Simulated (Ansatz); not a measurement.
Two isomers of CH5BGeO2: A = `[OH][GeH]1[BH]O[CH2]1`, B = `BO[C](=O)[GeH3]`.

Gas-phase electronic energies from Ansatz, PBE0-D4/def2-TZVP geometries. CCSD(T)/CBS is the MP2 limit (def2-TZVPP, def2-QZVPP) plus CCSD(T) − MP2 in def2-TZVPP, frozen cores. Functionals use def2-TZVPP. B3LYP here is the variant with VWN-RPA as its local correlation; programs differ in this. For Ge outer-core shells are correlated without core-valence functions, which leaves a few kJ/mol of doubt a bond. Scalar relativity is left out up to krypton. Each species was taken in one conformer, which may not be the lowest.

A:

Z-matrix (Å, degrees):
```
Ge
B 1 2.082
O 1 1.786 2 119.5
C 1 2.009 2 68.0 3 -106.3
H 1 1.547 2 126.1 3 147.2
O 2 1.349 1 91.6 3 108.5
H 2 1.193 1 146.3 3 -73.0
H 3 0.959 1 112.3 2 168.1
H 4 1.091 1 119.5 2 -115.0
H 4 1.091 1 116.1 2 109.8
```

B:

```xyz
10

B    -2.084    0.585   -0.469
O    -0.774    0.249   -0.669
C     0.213    0.535    0.250
O     0.184    1.504    0.939
Ge    1.674   -0.824    0.200
H    -2.813    0.392   -1.393
H    -2.441    1.001    0.590
H     2.280   -0.821   -1.207
H     1.056   -2.194    0.503
H     2.704   -0.427    1.257
```

**Question.** Which is lower in electronic energy at CCSD(T)/CBS, and by how much? (Best estimate.)

**Answer.** The calculation gave: A, by 29.2 kJ/mol.

**Question.** Give E(B) − E(A) in kJ/mol with B2PLYP, MP2/def2-TZVPP, CCSD(T)/def2-TZVPP, B3LYP, CCSD/def2-TZVPP, r2SCAN-D4, HF/def2-TZVPP. (Best estimate.)

**Answer.** The calculation gave: B2PLYP 10.1, MP2/def2-TZVPP 27.6, CCSD(T)/def2-TZVPP 20.1, B3LYP 3.1, CCSD/def2-TZVPP 19.0, r2SCAN-D4 13.8, HF/def2-TZVPP -20.1. The order is the other way round with HF/def2-TZVPP.

Largest T1 diagnostic: 0.015.

From PBE to PBE0 (25 % exact exchange), in def2-TZVPP and without D4, E(B) − E(A) moves by +5.3 kJ/mol. In def2-TZVPP, CCSD(T) changes the Hartree–Fock value by +40.2 kJ/mol (the triples alone add +1.1 kJ/mol) and MP2 by +47.7 kJ/mol.
